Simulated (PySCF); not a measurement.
# A ladder of Hamiltonians for Zr(34+) (zirconium, charge +34)

Occupied: 1s1/2, 2s1/2, 2p1/2. Hartree-Fock calculated with PySCF 2.14 in an uncontracted even-tempered set (16 s from 4.5 bohr⁻², ratio 2.7; 12 p from 5.4 bohr⁻², ratio 2.7), Gaussian nucleus throughout. NR is non-relativistic, sf-X2C the spin-free one-electron X2C Hamiltonian, X2C adds the bare one-electron spin-orbit term, X2C-SNSO screens it by Boettger's factors, DC is four-component Dirac-Coulomb, and the Gaunt and Breit terms are added at first order (total energies over the DC spinors, levels after relaxing the spinors in that mean field). QED terms are absent. Levels marked empty are virtual spinors of this ion.

| Hamiltonian | E (hartree) | E − E(DC) (hartree) | CPU seconds |
| --- | --- | --- | --- |
| X2C | -2324.4467 | 0.3003 | 0.2 |
| X2C-SNSO | -2324.1780 | 0.5690 | 0.2 |
| DC | -2324.7470 | 0.0000 | 5.5 |
| DC+Gaunt | -2323.3039 | 1.4431 | 11 |
| DC+Breit | -2323.3783 | 1.3687 | 31 |

```
   level (eV)       X2C  X2C-SNSO        DC  DC+Gaunt  DC+Breit
        1s1/2  -20617.2  -20617.6  -20627.1  -20598.0  -20598.9
        2s1/2   -4674.8   -4674.9   -4676.0   -4673.3   -4673.6
        2p1/2   -4566.2   -4562.7   -4563.4   -4557.7   -4558.4
2p3/2 (empty)   -4294.3   -4296.0   -4296.1   -4293.3   -4294.0
3s1/2 (empty)   -1909.3   -1909.4   -1909.6   -1908.9   -1909.0
```

Weight of the small component: 1s1/2 0.0213, 2s1/2 0.00481, 2p1/2 0.00479, 2p3/2 0.00459, 3s1/2 0.00193.

Koopmans' value for the highest occupied level at DC+Breit: 4558.4 eV, against an ionisation energy of 4553 ± 5 eV (semi-empirical (NIST evaluation); NIST Atomic Spectra Database, ionization energies); the former lacks relaxation, correlation, QED and recoil.

The whole ladder took 50 s of wall time on 1 thread of Neoverse-V1 (shared host), launched as `OMP_NUM_THREADS=1 python relrun2.py TASK.json OUT` (a driver that calls PySCF for each Hamiltonian).
